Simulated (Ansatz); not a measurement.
Program: Ansatz. Geometries: PBE0-D4/def2-TZVP. ΔE: electronic, gas phase. CCSD(T)/CBS is the MP2 limit (def2-TZVPP, def2-QZVPP) plus CCSD(T) − MP2 in def2-TZVPP, frozen cores. Functionals use def2-TZVPP. HSE06 is defined as in plane-wave codes. For Ge outer-core shells are correlated without core-valence functions, which leaves a few kJ/mol of doubt a bond. Scalar relativity is left out up to krypton. Each species was taken in one conformer, which may not be the lowest.

`O/C(S)=[CH]\[GeH3]` + `NCS` → `NC[S][GeH3]` + `C=C(O)S`  (ligand exchange at a Ge–C bond)

```csv
level,ΔE (kcal/mol),difference from CCSD(T)/CBS
BLYP-D4,-14.8,-0.9
B97M-V,-14.7,-0.8
BHLYP-D4,-15.1,-1.2
PBE-QIDH,-14.0,-0.1
r2SCANh,-14.4,-0.5
HSE06,-14.2,-0.3
HF/def2-SVP,-15.0,-1.1
MP2/def2-SVP,-14.0,-0.1
CCSD(T)/def2-SVP,-14.3,-0.4
CCSD(T)/def2-TZVPP,-13.5,0.4
CCSD(T)/CBS,-13.9,0
```

Largest T1 diagnostic among the species: 0.013.

In def2-TZVPP, CCSD(T) changes the Hartree–Fock value by +1.5 kcal/mol (the triples alone add +0.1 kcal/mol) and MP2 by +1.4 kcal/mol. Leaving LDA and LC-ωPBE aside and taking each functional with its dispersion term where it has one, the values spread over 1.1 kcal/mol, from BHLYP-D4 to PBE-QIDH. LDA lies +1.1 kcal/mol from PBE without D4.
